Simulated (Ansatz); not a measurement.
Ga13Sb11F6, relaxed as a singlet with RKS PBE-D4/def2-SVP in Ansatz, starting from a model built from a lattice or polyhedron. Force threshold 0.03 eV/Å.

In the def2 sets Sb takes a core potential; there is no spin–orbit coupling. Single mean-field runs in def2-SVP are fitted with def2-universal-jkfit. The restricted singlet is unstable towards broken spin symmetry in Hartree–Fock (as tested in another run); at PBE-D4/def2-SVP this wasn't settled.

Start:

Cartesian coordinates in Å:
```
Sb -1.351 -0.740 -4.424
Sb 1.598 -3.298 -2.633
Sb 3.782 2.286 1.811
Sb 4.164 -1.817 0.488
Sb 1.230 0.776 -1.321
Sb -2.240 1.980 0.950
Sb -1.859 -2.092 -0.384
Sb 0.689 -0.581 2.759
Sb -4.802 0.503 -2.220
Sb -5.329 -0.874 1.883
Sb 1.098 -4.717 1.426
Ga -0.040 1.352 -3.540
Ga 2.539 2.879 -0.464
Ga -3.481 2.586 -1.315
Ga 2.926 -1.210 -1.772
Ga -3.102 -1.494 -2.619
Ga -0.166 -4.075 -0.805
Ga 5.494 0.320 1.368
Ga 2.011 1.504 3.612
Ga 2.414 -2.573 2.286
Ga -0.530 0.017 0.506
Ga -4.003 1.252 2.756
Ga -3.603 -2.850 1.454
Ga -6.574 -0.268 -0.344
F 1.184 1.909 -4.807
F 3.777 3.388 -1.684
F -2.288 3.111 -2.560
F 6.726 0.809 0.095
F 2.891 1.098 5.186
F -3.156 0.819 4.312
```

```csv
step,energy (eV),largest force component (eV/Å),SCF passes
1,-768938.0126,1.211,91
2,-768939.7960,0.895,109
3,-768941.6631,1.218,63
4,-768943.1364,1.153,44
5,-768944.5409,1.063,38
6,-768945.7395,0.824,49
7,-768946.6492,0.768,45
8,-768947.2035,0.675,33
9,-768947.5944,0.374,33
10,-768947.7945,0.242,31
11,-768947.9184,0.186,31
14,-768948.2062,0.236,30
17,-768948.3528,0.165,26
20,-768948.4491,0.557,26
23,-768948.5221,0.292,25
26,-768948.6163,0.144,26
29,-768948.8419,0.251,25
32,-768948.9026,0.103,25
35,-768948.9278,0.253,27
38,-768948.9553,0.128,26
41,-768948.9694,0.041,27
44,-768948.9804,0.102,26
47,-768948.9971,0.103,26
50,-768949.0068,0.038,27
51,-768949.0076,0.028,26
```

Force components are those of the run's own axes.

End:

Cartesian coordinates in Å:
```
Sb -0.4009 -1.2154 -4.4244
Sb 1.2833 -2.8547 -2.7632
Sb 4.4487 2.5970 2.1375
Sb 3.8822 -2.2303 0.7388
Sb 1.2458 1.3226 -0.9394
Sb -2.5223 2.6359 0.9867
Sb -1.9808 -1.2885 -0.2077
Sb 0.2690 -0.0428 3.4236
Sb -4.8945 0.1524 -2.9051
Sb -6.0970 -0.9531 1.8318
Sb -0.0204 -4.0599 1.9789
Ga 0.0168 1.1885 -3.2789
Ga 3.4884 2.6076 -0.3510
Ga -3.0642 1.3621 -1.2643
Ga 2.2822 -1.0934 -1.0557
Ga -2.4732 -1.0158 -2.8166
Ga 0.0301 -3.1190 -0.4107
Ga 4.6869 0.2464 0.9947
Ga 2.6699 0.9292 3.2291
Ga 1.5670 -1.9865 2.1269
Ga -0.5243 0.7565 0.9977
Ga -3.9221 0.5652 1.9095
Ga -3.1698 -2.6142 2.3960
Ga -4.9925 -0.8567 -0.4617
F 0.3809 2.4838 -4.4497
F 3.9758 3.8825 -1.4913
F -1.7469 1.9126 -2.6159
F 4.6799 1.0391 -0.8413
F 3.7560 0.0140 4.3484
F -2.8541 -0.3652 3.1772
```

Bonds lost: Sb10–Ga23 (atoms count from 1). Bonds formed: Sb1–Sb2, Sb7–Ga14, Sb7–Ga24, Ga12–F27, Ga13–F28 (atoms count from 1).

No frequencies were taken in this run, so the end may be a saddle point.

Run time 3.2 min (11 threads of AMD EPYC 7R13 on a shared host and a whole NVIDIA H100 80GB HBM3), peak host memory 1.7 GiB.
